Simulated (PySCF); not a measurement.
PySCF input file for bromine (Br2), SMILES BrBr, TDA-PBE/def2-TZVPD. Coordinates come from a PBE-D3(BJ)/def2-TZVP optimisation.

```python
import numpy as np
from pyscf import gto, scf, dft, tdscf

mol = gto.M(
    atom='''
    Br    0.00000000    0.00000000   -1.15555694
    Br    0.00000000    0.00000000    1.15555694
    ''',
    basis='def2-TZVPD',
    charge=0,
    spin=0,
    symmetry=True,
    symmetry_subgroup='D2h',
    max_memory=1600,
    verbose=4,
)
mf = dft.RKS(mol, xc='pbe').density_fit(auxbasis='def2-universal-jkfit')
mf.grids.level = 3
mf.conv_tol = 1e-9
mf.max_cycle = 100
mf.kernel()
mf.grids = dft.Grids(mol).set(level=1).build(with_non0tab=True)  # coarser grid for the response kernel
td = tdscf.TDA(mf)
td.singlet = True
td.nstates = 10
td.conv_tol = 1e-4
td.positive_eig_threshold = 1e-6
td.kernel(x0=td.get_init_guess(mf, 15))
td.analyze()
tt = tdscf.TDA(mf)
tt.singlet = False
tt.nstates = 4
tt.conv_tol = 1e-4
tt.positive_eig_threshold = 1e-6
tt.kernel(x0=tt.get_init_guess(mf, 9))
tt.analyze(verbose=3)
```

Log of the run:

```
PySCF version 2.14.0

[INPUT] verbose = 4
[INPUT] num. atoms = 2
[INPUT] num. electrons = 70
[INPUT] charge = 0
[INPUT] spin (= nelec alpha-beta = 2S) = 0
[INPUT] symmetry True subgroup D2h
[INPUT] Mole.unit = angstrom
[INPUT] Symbol           X                Y                Z      unit          X                Y                Z       unit  Magmom
[INPUT]  1 Br     0.000000000000   0.000000000000  -1.155556940000 AA    0.000000000000   0.000000000000  -2.183686137940 Bohr   0.0
[INPUT]  2 Br     0.000000000000   0.000000000000   1.155556940000 AA    0.000000000000   0.000000000000   2.183686137940 Bohr   0.0

nuclear repulsion = 280.489026952233
point group symmetry = Dooh, use subgroup D2h
symmetry origin: [0. 0. 0.]
symmetry axis x: [1. 0. 0.]
symmetry axis y: [0. 1. 0.]
symmetry axis z: [0. 0. 1.]
num. orbitals of irrep Ag = 25
num. orbitals of irrep B1g = 6
num. orbitals of irrep B2g = 13
num. orbitals of irrep B3g = 13
num. orbitals of irrep Au = 6
num. orbitals of irrep B1u = 25
num. orbitals of irrep B2u = 13
num. orbitals of irrep B3u = 13
number of shells = 38
number of NR pGTOs = 224
number of NR cGTOs = 114
basis = def2-TZVPD
ecp = {}


[settings echo left out]
init E= -5145.54063920474
HOMO (B3g) = -0.262163959266401  LUMO (B1u) = -0.159668049848373  gap/eV = 2.78906
cycle= 1 E= -5147.51698081873  delta_E= -1.98  |g|= 0.545  |ddm|= 1.64
HOMO (B3g) = -0.264685123036109  LUMO (B1u) = -0.18828224856082  gap/eV = 2.07903
cycle= 2 E= -5147.52101466  delta_E= -0.00403  |g|= 0.457  |ddm|= 0.388
HOMO (B3g) = -0.247608830230521  LUMO (B1u) = -0.166545146608645  gap/eV = 2.20586
cycle= 3 E= -5147.53392688986  delta_E= -0.0129  |g|= 0.0397  |ddm|= 0.222
HOMO (B3g) = -0.253882211348869  LUMO (B1u) = -0.171950242842112  gap/eV = 2.22948
cycle= 4 E= -5147.53427412353  delta_E= -0.000347  |g|= 0.0124  |ddm|= 0.0447
HOMO (B3g) = -0.253752526030478  LUMO (B1u) = -0.171473138015912  gap/eV = 2.23894
cycle= 5 E= -5147.53431481485  delta_E= -4.07e-05  |g|= 0.00126  |ddm|= 0.00983
HOMO (B2g) = -0.253528804906873  LUMO (B1u) = -0.17122291244631  gap/eV = 2.23966
cycle= 6 E= -5147.53431522209  delta_E= -4.07e-07  |g|= 0.000168  |ddm|= 0.00177
HOMO (B2g) = -0.253553568520104  LUMO (B1u) = -0.171259337672391  gap/eV = 2.23934
cycle= 7 E= -5147.5343152286  delta_E= -6.5e-09  |g|= 1.95e-06  |ddm|= 0.000208
HOMO (B3g) = -0.253553013736252  LUMO (B1u) = -0.171258786527894  gap/eV = 2.23934
cycle= 8 E= -5147.5343152286  delta_E= 9.09e-13  |g|= 1.01e-07  |ddm|= 2.98e-06
HOMO (B2g) = -0.253553034685977  LUMO (B1u) = -0.171258804760383  gap/eV = 2.23934
Extra cycle  E= -5147.5343152286  delta_E= -9.09e-13  |g|= 6.87e-08  |ddm|= 1.46e-07
converged SCF energy = -5147.5343152286
tot grids = 14664
Overwritten attributes  positive_eig_threshold  of <class 'pyscf.tdscf.rks.TDA'>


******** <class 'pyscf.tdscf.rks.TDA'> for <class 'pyscf.df.df_jk.DFSymAdaptedRKS'> ********
nstates = 10 singlet
deg_eia_thresh = 1.000e-03
wfnsym = None
conv_tol = 0.0001
eigh lindep = 1e-12
eigh level_shift = 0
eigh max_cycle = 100


Excitation energies (eV)
[2.65182152 2.65182152 4.61212228 4.61212228 7.10541485 7.10541485
 7.34488455 7.34488457 7.64888104 7.6488857 ]

** Singlet excitation energies and oscillator strengths **
Excited State   1:  B3u      2.65182 eV    467.54 nm  f=0.0010
      34 -> 36       -0.70592
Excited State   2:  B2u      2.65182 eV    467.54 nm  f=0.0010
      35 -> 36       -0.70592
Excited State   3:  B3g      4.61212 eV    268.82 nm  f=0.0000
      32 -> 36        0.70604
Excited State   4:  B2g      4.61212 eV    268.82 nm  f=0.0000
      33 -> 36        0.70604
Excited State   5:  B2g      7.10541 eV    174.49 nm  f=0.0000
      34 -> 37        0.70693
Excited State   6:  B3g      7.10541 eV    174.49 nm  f=0.0000
      35 -> 37        0.70693
Excited State   7:  B3u      7.34488 eV    168.80 nm  f=0.0456
      34 -> 38       -0.70624
Excited State   8:  B2u      7.34488 eV    168.80 nm  f=0.0456
      35 -> 38        0.70624
Excited State   9:   Au      7.64888 eV    162.09 nm  f=0.0000
      34 -> 39       -0.49994
      35 -> 40       -0.49994
Excited State  10:  B1u      7.64889 eV    162.09 nm  f=0.0000
      34 -> 40       -0.49994
      35 -> 39        0.49994

** Transition electric dipole moments (AU) **
state          X           Y           Z        Dip. S.      Osc.
  1         0.1222     -0.0000     -0.0000      0.0149      0.0010
  2         0.0000      0.1222      0.0000      0.0149      0.0010
  3        -0.0000      0.0000      0.0000      0.0000      0.0000
  4         0.0000     -0.0000      0.0000      0.0000      0.0000
  5         0.0000      0.0000      0.0000      0.0000      0.0000
  6        -0.0000     -0.0000      0.0000      0.0000      0.0000
  7         0.5036      0.0000     -0.0000      0.2536      0.0456
  8         0.0000     -0.5036     -0.0000      0.2536      0.0456
  9         0.0000      0.0000      0.0000      0.0000      0.0000
 10        -0.0000      0.0000      0.0000      0.0000      0.0000

** Transition velocity dipole moments (imaginary part, AU) **
state          X           Y           Z        Dip. S.      Osc.
  1         0.0776     -0.0000      0.0000      0.0060      0.0412
  2         0.0000      0.0776      0.0000      0.0060      0.0412
  3         0.0000      0.0000      0.0000      0.0000      0.0000
  4        -0.0000     -0.0000      0.0000      0.0000      0.0000
  5         0.0000     -0.0000      0.0000      0.0000      0.0000
  6        -0.0000     -0.0000      0.0000      0.0000      0.0000
  7         0.1115      0.0000     -0.0000      0.0124      0.0307
  8        -0.0000     -0.1115     -0.0000      0.0124      0.0307
  9         0.0000     -0.0000      0.0000      0.0000      0.0000
 10        -0.0000      0.0000      0.0000      0.0000      0.0000

** Transition magnetic dipole moments (imaginary part, AU) **
state          X           Y           Z
  1        -0.0000      0.0000     -0.0000
  2         0.0000     -0.0000     -0.0000
  3        -0.6435      0.0000      0.0000
  4        -0.0000      0.6435      0.0000
  5        -0.0000      1.0418     -0.0000
  6        -1.0418     -0.0000      0.0000
  7        -0.0000     -0.0000      0.0000
  8        -0.0000      0.0000     -0.0000
  9        -0.0000      0.0000     -0.0000
 10         0.0000     -0.0000      0.0000


******** <class 'pyscf.tdscf.rks.TDA'> for <class 'pyscf.df.df_jk.DFSymAdaptedRKS'> ********
nstates = 4 triplet
deg_eia_thresh = 1.000e-03
wfnsym = None
conv_tol = 0.0001
eigh lindep = 1e-12
eigh level_shift = 0
eigh max_cycle = 100


Excitation energies (eV)
[1.90495931 1.90495931 3.88764042 3.88764042]

** Triplet excitation energies and oscillator strengths **
Excited State   1:  B3u      1.90496 eV    650.85 nm  f=0.0000
Excited State   2:  B2u      1.90496 eV    650.85 nm  f=0.0000
Excited State   3:  B3g      3.88764 eV    318.92 nm  f=0.0000
Excited State   4:  B2g      3.88764 eV    318.92 nm  f=0.0000
```

The run converged.
